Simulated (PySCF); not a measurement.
## Structure from NMR data

Molecular formula: C$_{7}$H$_{12}$. Simulated spectra:

¹H NMR (400 MHz, computed): δ 4.68 (td, J = 3.0, 1.2 Hz, 1H), 4.34 (t, J = 2.7 Hz, 1H), 2.13 (qt, J = 8.0, 2.8 Hz, 2H), 1.13 (t, J = 8.0 Hz, 3H), 0.85 (m, 2H), 0.71 (ttd, J = 9.5, 5.5, 1.2 Hz, 1H), 0.47 (m, 2H).

¹³C{¹H} NMR (computed): δ 169.0 (C), 105.1 (CH2), 33.7 (CH2), 15.7 (CH), 14.3 (CH2), 12.2 (CH3).

Theory: GIAO CAM-B3LYP/pcSseg-1 shieldings, B3LYP/pcJ-1 coupling constants (without the spin–dipole term), structure optimised with PBE0-D3(BJ)/def2-SVP, in PySCF 2.14.0 with density-fitted response routines (in vacuum, fast rotation and ring inversion assumed for equivalent nuclei, no relativistic terms, a single conformation).

Chemical shifts δ = σref − σ; TMS for ¹H, ¹³C, all at this level.

Deduce the structure.

Answers


1. The formula gives 2 degrees of unsaturation (1 ring in the answer).
2. 6 carbon signals for 7 carbons: some carbons are equivalent by symmetry or fast rotation.
3. Carbon types of the structure: 1 × C, 1 × CH, 4 × CH2, 1 × CH3, which accounts for all hydrogens.
4. δC 169.0: fully substituted alkene carbon.
5. δC 105.1: terminal =CH2 carbon; the olefinic region.
6. δC 15.7, 14.3: three-membered-ring carbon; carbons of three-membered rings are unusually shielded.
7. δC 12.2: methyl carbon; aliphatic region, no heteroatom directly attached.
8. δH 4.68, 4.34: hydrogen on a terminal =CH2 carbon; olefinic region.
9. δH 2.13: hydrogen on an allylic sp3 CH2; allylic position.
10. δH 0.85, 0.71, 0.47: hydrogen on a three-membered-ring carbon; cyclopropane-type protons are shielded by the ring.
11. The protons at 2.13 and 1.13 share a coupling of 8.0 Hz (vicinal).

The compound is `C(=C)(CC)C1CC1`.

The data come from this structure; uniqueness wasn't tested.

Multiplet labels drop couplings under 1 Hz and merge nearly equal ones. Couplings among chemically equivalent protons are left out too, so labels in AA′BB′ or AA′XX′ sets are apparent multiplicities. Unscaled 3J(H,H) at this level run about 10 % above measured values. Shifts are as computed, not scaled to solution data. Of 1211 compounds with measured shifts, 218 miss one by over three times the rms of a fit or turn the order of signals round; such compounds aren't used in these exercises.
